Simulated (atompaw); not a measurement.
# What the settings do to the PAW (atompaw) potential of Sb (Z = 51)

Base potential:

```
Element                 : antimony (Sb)
Generator               : atompaw 4.2.0.5
Type                    : PAW
Functional              : PBEsol
Relativity              : scalar-relativistic
Frozen core             : [Kr] 4d10
Valence charge          : 5
Reference configuration : 5s2 5p3
Partial waves           : 5s (bound): rc 2.20 bohr; 5s channel at 0.45 Ry: rc 2.20 bohr; 5p (bound): rc 2.20 bohr; 5p channel at 1.55 Ry: rc 2.20 bohr; 5d channel at 0.1 Ry: rc 2.10 bohr
Local potential         : troulliermartins scheme with l = 3 at -0.5 Ry, radius 2.05 bohr
Core correction         : smooth core density matched at 1.15 bohr
Augmentation charge     : sinc compensation charge, radius 2.10 bohr; PAW radius 2.20 bohr; waves and projectors: custom rrkj gramschmidtortho
```

All-electron outer shells of the reference configuration (PBEsol, scalar-relativistic, ld1.x):

```json
{"shell": "4p", "level (eV)": "-101.63", "outermost node (bohr)": "0.39", "outermost maximum (bohr)": "0.76"}
{"shell": "4d", "level (eV)": "-33.45", "outermost node (bohr)": "0.38", "outermost maximum (bohr)": "0.84"}
{"shell": "5s", "level (eV)": "-12.88", "outermost node (bohr)": "0.95", "outermost maximum (bohr)": "1.90"}
{"shell": "5p", "level (eV)": "-4.84", "outermost node (bohr)": "1.04", "outermost maximum (bohr)": "2.35"}
```

Cutoffs, loose and tight: the cutoffs (Ry, on a coarse ladder) from which the occupation-weighted sum of valence levels, in a spherical-Bessel basis at the reference potential, stays within 10 and 1 mRy of its value at 400 Ry. They see the waves, projectors and local potential, not the compensation charge or the core. A dash means not determined.

A true bound ghost makes a file unfit for plane-wave use even where its test errors are small: the radial tests pick states by their node count and pass the ghost by.

| change | outcome | cutoff, loose | cutoff, tight | bound ghosts |
| --- | --- | --- | --- | --- |
| base | generated | 6 Ry | 8 Ry | s |
| wave 5s (bound): rc 2.20 bohr becomes 5s (bound): rc 1.24 bohr | failed: atompaw: The overlap operator has at least one negative eigenvalue! | – | – | – |
| added wave 5d channel at 2.1 Ry: rc 2.20 bohr | generated | 6 Ry | 8 Ry | s, d |
| core [Ar] 3d10, valence charge 23; reference 4s2 4p6 4d10 5s2 5p2; waves now 4s (bound): rc 1.05 bohr; 5s (bound): rc 1.35 bohr; 4p (bound): rc 1.30 bohr; 5p (bound): rc 1.60 bohr; 4d (bound): rc 1.30 bohr; 4d channel at 2.3 Ry: rc 1.60 bohr; 4f channel at 0.35 Ry: rc 1.30 bohr; 4f channel at 2.6 Ry: rc 1.30 bohr; local potential troulliermartins scheme with l = 4 at -0.5 Ry, radius 1.60 bohr; core correction smooth core density matched at 1.55 bohr; augmentation sinc compensation charge, radius 1.40 bohr; PAW radius 1.60 bohr; waves and projectors: custom rrkj gramschmidtortho | failed: atompaw: The overlap operator has at least one negative eigenvalue! | – | – | – |
| wave 5p (bound): rc 2.20 bohr becomes 5p (bound): rc 1.20 bohr | failed: atompaw: The overlap operator has at least one negative eigenvalue! | – | – | – |
| augmentation sinc compensation charge, radius 2.10 bohr; PAW radius 2.20 bohr; waves and projectors: custom rrkj vanderbiltortho | generated | 6 Ry | 8 Ry | s |
| functional PBE; added wave 5d channel at 1.2 Ry: rc 2.20 bohr | generated | 6 Ry | 8 Ry | s, d |
| added wave 5d channel at 2.35 Ry: rc 2.20 bohr | generated | 6 Ry | 8 Ry | s, d |
| augmentation sinc compensation charge, radius 2.12 bohr; PAW radius 2.20 bohr; waves and projectors: custom rrkj gramschmidtortho | generated | 6 Ry | 8 Ry | s |
| core correction smooth core density matched at 1.96 bohr | generated | 6 Ry | 8 Ry | s |

(1) What comes out with this change to the base: local potential bessel scheme, radius 2.05 bohr?

## Answers

(1) outcome: generated; cutoff, loose: 6 Ry; cutoff, tight: 8 Ry; bound ghosts: none.
